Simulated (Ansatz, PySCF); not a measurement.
Gas-phase reaction in SMILES: O[Si](O)(O)Cl → O[Si](O)Cl + [OH] (HO) (the O-Si bond at the site shown breaks; other sites are not compared here)
Each molecule is optimised on its own at B3LYP-D3(BJ)/def2-TZVP (Ansatz, a first-principles code), one conformer each, not searched for the lowest. Frequencies are from Ansatz or PySCF.

Quantity: bond dissociation energy (enthalpy at 298 K, with B3LYP-D3(BJ) rigid-rotor harmonic-oscillator terms), in kcal/mol. Valence correlation only, unless marked. Open shells are spin-unrestricted. Spin-orbit coupling is left out. Non-relativistic. CBS marks a two-point X^-3 extrapolation of the correlation energy; Hartree-Fock from the larger set. [CCSD(T)-MP2]/basis is that difference in the basis named.

| level | program | bond dissociation energy (kcal/mol) |
|---|---|---|
| revPBE-D3(BJ)/def2-TZVPD | Ansatz + dftd3 | 123.2 |
| B3LYP-D3(BJ)/def2-TZVPD | Ansatz + dftd3 | 128.6 |
| HSE06-D3(BJ)/def2-TZVPD | Ansatz + dftd3 | 129.2 |
| HSE06-D4/def2-TZVPD | Ansatz + dftd4 | 129.6 |
| RI-MP2/CBS(cc-pV(T+d)Z,cc-pV(Q+d)Z)+[CCSD(T)-MP2]/cc-pV(T+d)Z | Ansatz | … |

Problem. Some entries are withheld; supply them.

Solution. 
- RI-MP2/CBS(cc-pV(T+d)Z,cc-pV(Q+d)Z)+[CCSD(T)-MP2]/cc-pV(T+d)Z, bond dissociation energy (kcal/mol): 138.0
